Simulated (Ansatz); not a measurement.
## What each rung costs, and what it gives

Saddle point of BH5SO3, singlet (BH₃O₃ ([OH][B]([OH])[OH]) + H₂S → BH₃SO₂ ([OH][B]([OH])[SH]) + H₂O; bonds formed: B1–S6, O2–H5; bonds broken: B1–O2, H5–S6), PBE0-D4/def2-TZVP structure:

B1  (-0.154, 0.014, -0.366)
O2  (1.071, 0.911, -0.319)
O3  (0.111, -1.060, -1.201)
O4  (-1.314, 0.756, -0.336)
H5  (1.224, 0.435, 0.739)
S6  (0.367, -0.644, 1.733)
H7  (1.731, 0.582, -0.943)
H8  (-0.652, -1.593, -1.423)
H9  (-2.111, 0.236, -0.231)
H10  (-0.275, 0.363, 2.347)
(Å)

Barriers are electronic and count from the start structure reached by relaxing down the imaginary mode.

Ansatz 0.2.0; basis: as named in each row; cores frozen in the correlated methods. B3LYP uses VWN-RPA correlation. Extrapolation: Hartree–Fock as exp(−7.88 √X), correlation as X^−2.97.

Times are rough, for one single point on 4 threads of a shared host (Arm Neoverse V1).

The estimate by CCSD(T) at an estimated basis limit (MP2 extrapolated from triple and quadruple zeta, plus CCSD(T) − MP2 in triple zeta) is 1.573 eV.

```tsv
method	basis	time (s)	barrier (eV)	method less estimate
HF	STO-3G	under 1	1.890	0.317
PBE-D4	STO-3G	under 1	0.404	-1.169
SPW92	def2-SVP	under 1	0.617	-0.956
B3LYP-D4	6-31G	under 1	1.255	-0.317
PBE-D4	def2-SVP	under 1	1.002	-0.571
PBE0-D4	def2-SVP	under 1	1.180	-0.392
SPW92	def2-TZVPP	1	0.842	-0.731
PBE-D4	def2-TZVPP	2	1.184	-0.389
BLYP-D4	def2-TZVPP	2	1.430	-0.143
B3LYP-D4	def2-TZVPP	2	1.542	-0.031
BHLYP-D4	def2-TZVPP	2	1.737	0.165
PBE0-D4	def2-TZVPP	2	1.339	-0.234
CAM-B3LYP-D4	def2-TZVPP	2	1.593	0.021
wB97M-V	def2-SVP	3	1.290	-0.282
r2SCAN-D4	def2-TZVPP	4	1.309	-0.264
CCSD(T)	def2-SVP	4	1.616	0.043
r2SCAN0-D4	def2-TZVPP	4	1.414	-0.159
B2PLYP	def2-TZVPP	5	1.595	0.022
PBE-QIDH	def2-TZVPP	5	1.453	-0.120
RPA on PBE	def2-TZVPP	5	1.587	0.014
wB97X-V	def2-TZVPP	6	1.534	-0.038
B97M-V	def2-TZVPP	7	1.552	-0.021
wB97M-V	def2-TZVPP	7	1.490	-0.082
MP2	def2-QZVPP	18	1.475	-0.098
CCSD(T)	def2-TZVPP	130	1.579	0.006
```

All methods are single points on the PBE0-D4 structures.

The T1 diagnostic stays at or below 0.013.

Labels in which every atom is bracketed show which atoms are joined, not bond orders.
